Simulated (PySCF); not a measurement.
[FeF4]- holds Fe(III), d5, at total charge -1. The structure is a PBE0-D3(BJ)/def2-TZVP geometry optimised for multiplicity 6; coordination tetrahedral, point group Td, metal–donor distances 1.81 Å.

```
5

Fe    0.000    0.000    0.000
F     1.048    1.048    1.048
F     1.048   -1.048   -1.048
F    -1.048   -1.048    1.048
F    -1.048    1.048   -1.048
```

Method (PySCF 2.14, density fitting): CASSCF(5,5) with orbitals averaged over all microstates of the shell, strongly contracted NEVPT2 on the averaged canonical orbitals; basis x2c-TZVPall; spin-free X2C; IEF-PCM dichloromethane; spin-orbit coupling by state interaction with the mean-field operator over all roots.

Q: What is the ground state?

A: 6A1 (S = 5/2, orbital degeneracy 1), with 2.0 electrons in the lower (e-type) set and 3.0 in the upper (t2-type) set, by NEVPT2.

Q: Which is the lowest state of another spin?

A: 4T1 at 24745 cm⁻¹ by NEVPT2; CASSCF alone puts it at 29525 cm⁻¹ above the same ground state.

Q: Give the fitted ligand-field and repulsion parameters.

A: At CASSCF level (the NEVPT2 levels don't fit a ligand-field model well): orbital energies 0, 0, 6295, 6295, 6295 cm⁻¹; 10Dq = 6295 cm⁻¹; B = 1148 cm⁻¹; C = 4336 cm⁻¹; B over its free-ion value at the same level 0.888; rms of the fit 194 cm⁻¹; ζ = 426 cm⁻¹ (free ion 466).

Q: What magnetic behaviour follows?

A: The ground multiplet follows a spin Hamiltonian with S = 5/2, g = 2.002, 2.002, 2.002, D = 0 (spin-orbit part alone); the lowest levels hold 100 % of the spin-free ground state. μeff is 5.92 μB at 300 K and 5.92 μB at 10 K; the spin-only value is 5.92 μB.

NEVPT2 on the d shell alone tends to put d–d bands too high for such charged or covalently bound ions. Gaps between spin states lean to high spin in this active space.

The job took 20 s on one thread of Arm Neoverse N1 (shared host), with 172 basis functions, launched as `OMP_NUM_THREADS=1 python lf_run.py task.json out`.
